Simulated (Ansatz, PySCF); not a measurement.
Dimer: SiH4 (SMILES [SiH4]) (first 5 atoms) with HBr (SMILES Br); geometry from B3LYP-D3(BJ)/def2-TZVP.
(charge 0, multiplicity 1):
```xyz
7

Si     0.21561    -0.23728     0.01071
H      0.80359    -1.54371     0.37642
H     -0.99322    -0.00538     0.84145
H     -0.18082    -0.23856    -1.41454
H      1.18768     0.84669     0.26767
Br    -0.05220    -0.03828     4.18426
H     -0.71373     0.02107     2.92086
```

Monomers are frozen at their geometry in the pair; levels with a basis set take the counterpoise correction. Rows marked so take none.

Correlated levels freeze the cores. Filled d and f shells under p-block atoms count as core. Rows in 3-21G carry no dispersion term and start afresh at each structure; the Pople sets are all-electron and without relativity.

Run with Ansatz (a program for electronic structure); PySCF for 3-21G rows, the dispersion terms. Each number belongs to the level named beside it.

```
level                       interaction energy (meV)
--------------------------  ------------------------
HF/3-21G (no counterpoise)                       8.5
HF/def2-TZVPPD                                  43.0
PBE-D3(BJ)/def2-TZVPPD                         -64.9
BLYP-D4/def2-TZVPPD                            -38.2
r2SCAN-D3(BJ)/def2-TZVPPD                      -42.9
PBE0/def2-TZVPPD                               -18.6
PBE0-D3(BJ)/def2-TZVPPD                        -56.9
BHLYP-D3(BJ)/def2-TZVPPD                         [?]
CCSD/def2-TZVPPD                                 [?]
```

### Question
Complete the blanks.

### Answer

- BHLYP-D3(BJ)/def2-TZVPPD, interaction energy (meV): -50.3
- CCSD/def2-TZVPPD, interaction energy (meV): -17.1
